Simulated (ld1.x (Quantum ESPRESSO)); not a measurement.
**Which change was made? (Lu, TM semilocal)**

```json
{
 "Element": "Lu",
 "Generator": "ld1.x (Quantum ESPRESSO) 7.5",
 "Type": "norm-conserving Troullier–Martins (semilocal form)",
 "Functional": "PBE",
 "Relativity": "scalar-relativistic",
 "Frozen core": "[Kr] 4d10",
 "Valence charge": "25",
 "Reference configuration": "4f14 5s2 5p6 5d1 6s1.5 6p0.5",
 "Partial waves": "5s (bound): rc 1.45 bohr; 5p (bound): rc 1.50 bohr; 4f (bound): rc 0.95 bohr; 5d (bound): rc 2.85 bohr",
 "Local potential": "the d channel",
 "Core correction": "none"
}
```

Occupied shells without a wave of their own: 6p, 6s. They enter only through the test configuration that unscreens the potential.

Cutoffs, loose and tight: the cutoffs (Ry, on a coarse ladder) from which the occupation-weighted sum of valence levels, in a spherical-Bessel basis at the reference potential, stays within 10 and 1 mRy of its value at 400 Ry. They do not see the model core or the augmentation charge, which bear on the density cutoff. Test errors are all-electron minus pseudo excitation energies from the reference, over the configurations 4f14 5s2 5p6 5d1 6s2 6p0; 4f14 5s2 5p6 5d1 6s1 6p0; 4f14 5s2 5p6 5d1 6s0 6p0; 4f14 5s2 5p6 5d1 6s0 6p1; 4f13 5s2 5p6 5d2 6s1 6p0; 4f13 5s2 5p6 5d1 6s2 6p0; 4f14 5s2 5p5 5d1 6s2 6p0; variants that change the core or the reference have their own tests.

The base gives: outcome: generated, misses its reference levels by 0.18 eV; bound ghosts: not determined; largest test error (meV): -448.

On the changes marked as counting shells twice: ld1.x takes every shell without a wave as core, so the model core holds the marked electrons as well and exchange and correlation see them twice. This cancels in the reference configuration, but the file is broken for other ones, and its errors say nothing about a proper core correction.

After one change the result is: outcome: generated, misses its reference levels by 0.18 eV; bound ghosts: not determined; largest test error (meV): -957. Which change was it?
A. all radii scaled by about 1.05 (s 1.52, p 1.56, d 2.98, f 1.00 bohr)
B. type RRKJ, which also changes the form from semilocal to separable; local potential all-electron potential smoothed inside 2.15 bohr (lloc = -2); rho0 0.001
C. core correction a·sin(br)/r model core inside 0.50 bohr (6p, 6s counted twice)

C. The others give: all radii scaled by about 1.05 (s 1.52, p 1.56, d 2.98, f 1.00 bohr) → outcome: generated, misses its reference levels by 0.26 eV; bound ghosts: not determined; largest test error (meV): -661 | type RRKJ, which also changes the form from semilocal to separable; local potential all-electron potential smoothed inside 2.15 bohr (lloc = -2); rho0 0.001 → outcome: generated; cutoff, loose: over 300 Ry; cutoff, tight: over 300 Ry; bound ghosts: none; largest test error (meV): no test is counted, since the test run did not reproduce the reference configuration. In the semilocal form every listed channel keeps its own potential, so the choice of the local channel does not act on these tests. It acts once the file is put into the separable form.
